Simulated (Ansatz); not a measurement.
Consider the ligand exchange at the Si–C bond: `O[SiH](O)C[SiH](Cl)Cl` + `S[SiH2]Cl` → `O[SiH](O)S[SiH2]Cl` + `C[SiH](Cl)Cl`.

Program: Ansatz. Geometries: PBE0-D4/def2-TZVP. ΔE: electronic, gas phase. CCSD(T)/CBS adds triple-zeta CCSD(T) − MP2 to the extrapolated MP2 energy (def2 sets, frozen cores). Functionals use def2-TZVPP. B3LYP here is the variant with VWN-RPA as its local correlation; programs differ in this. Each species was taken in one conformer, which may not be the lowest.

`O[SiH](O)C[SiH](Cl)Cl`:

```xyz
13

O    -0.582   -0.673    1.798
Si   -1.291   -0.287    0.365
O    -1.491   -1.572   -0.629
C    -0.137    0.988   -0.357
Si    1.647    0.521   -0.332
Cl    1.883   -1.342   -1.194
Cl    2.756    1.848   -1.433
H    -1.011   -1.324    2.355
H    -2.662    0.237    0.565
H    -0.689   -1.976   -0.973
H    -0.434    1.199   -1.390
H    -0.232    1.921    0.210
H     2.242    0.459    1.014
```

`S[SiH2]Cl`:

```xyz
6

S    -0.997   -0.352    1.338
Si    0.455   -0.117   -0.190
Cl    0.878    1.851   -0.596
H    -2.012    0.102    0.582
H    -0.004   -0.720   -1.460
H     1.680   -0.764    0.326
```

`O[SiH](O)S[SiH2]Cl`:

Cartesian coordinates in Å:
```
O -2.248 -0.800 -1.064
Si -0.661 -0.572 -0.749
O 0.143 -0.520 -2.161
S -0.532 1.256 0.375
Si 1.287 0.840 1.384
Cl 0.985 -0.300 3.066
H -2.877 -0.588 -0.371
H -0.031 -1.666 0.015
H -0.134 0.121 -2.818
H 1.852 2.136 1.813
H 2.215 0.092 0.510
```

`C[SiH](Cl)Cl`:

```xyz
8

C    -0.060    0.549    0.872
Si    0.139   -0.506   -0.631
Cl    0.705    0.653   -2.224
Cl   -1.640   -1.419   -1.079
H    -0.365   -0.064    1.723
H     0.886    1.040    1.113
H    -0.818    1.315    0.703
H     1.153   -1.568   -0.477
```

(1) Is it downhill or uphill in electronic energy at CCSD(T)/CBS, and by how much? (Best estimate.)

(2) What do these levels give: r2SCAN-D4, PBE0-D4, B3LYP-D4, PBE, B3LYP, MP2/def2-TZVPP, SCS-MP2/def2-TZVPP, CCSD(T)/def2-TZVPP, MP2/def2-QZVPP, SCS-MP2/def2-QZVPP, HF/CBS(def2), CCSD/CBS(def2)? (An estimate is asked.)

Largest T1 diagnostic among the species: 0.011.

## Answers

(1) Ansatz gave: Downhill: ΔE = -53.0 kJ/mol.

(2) The calculation gave: r2SCAN-D4 -56.5, PBE0-D4 -55.1, B3LYP-D4 -52.2, PBE -56.7, B3LYP -54.9, MP2/def2-TZVPP -53.7, SCS-MP2/def2-TZVPP -52.6, CCSD(T)/def2-TZVPP -49.4, MP2/def2-QZVPP -55.9, SCS-MP2/def2-QZVPP -55.0, HF/CBS(def2) -58.0, CCSD/CBS(def2) -52.9 kJ/mol.

In def2-TZVPP, CCSD(T) changes the Hartree–Fock value by +8.1 kJ/mol (the triples alone add −0.2 kJ/mol) and MP2 by +3.8 kJ/mol.
